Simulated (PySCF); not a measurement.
Energy of I- (iodine, charge -1) between two integer charges

The 5p beta orbital of [Xe] is emptied in steps (occupation f), with all orbitals relaxed, ending at [Kr] 4d10 5s2 5p5. Computed with PySCF 2.14 in def2-TZVPPD with the def2 core potential (28 electrons) (7s6p4d2f, 59 functions), with a scalar-relativistic core potential. The exact energy is a straight line in f; departures are measured from the line between the end points of the same method.

```csv
f,UHF (eV),LDA (eV),PBE (eV),PBE0 (eV),r2SCAN (eV),LC-wPBE (eV),BHandHLYP (eV),MN15 (eV),r2SCAN0 (eV)
1,0.000,0.000,0.000,0.000,0.000,0.000,0.000,0.000,0.000
0.75,0.195,-0.633,-0.606,-0.414,-0.562,0.057,-0.233,-0.288,-0.381
0.5,0.243,-0.857,-0.819,-0.558,-0.748,0.072,-0.320,-0.387,-0.506
0.25,0.172,-0.651,-0.620,-0.421,-0.560,0.053,-0.246,-0.289,-0.379
0,0.000,0.000,0.000,0.000,0.000,0.000,0.000,0.000,0.000
```

For BHandHLYP, how does the orbital energy at f = 1 compare with the removal energy?

−ε = 1.952 eV against a total-energy difference of 3.152 eV. By Janak's theorem ε = ∂E/∂f, so the gap between them reflects the curvature. Along the path −ε is 2.501 (f = 0.75), 3.116 (f = 0.5), 3.783 (f = 0.25) eV.

```csv
method,E(f=0) − E(f=1) (eV),−ε at f=1 (eV),−ε at f=0.5 (eV)
UHF,2.311,3.429,2.250
LDA,3.512,0.202,3.464
PBE,3.252,0.072,3.216
PBE0,3.244,1.071,3.224
r2SCAN,3.270,0.281,3.279
LC-wPBE,3.205,3.532,3.192
BHandHLYP,3.152,1.952,3.116
MN15,3.133,1.620,3.129
r2SCAN0,3.259,1.231,3.267
```

Reference removal energy between the ground levels: 3.059 eV (measured; photodetachment measurements, as compiled on the Wikipedia data page of electron affinities). The calculation has no spin-orbit coupling. UHF lacks correlation.
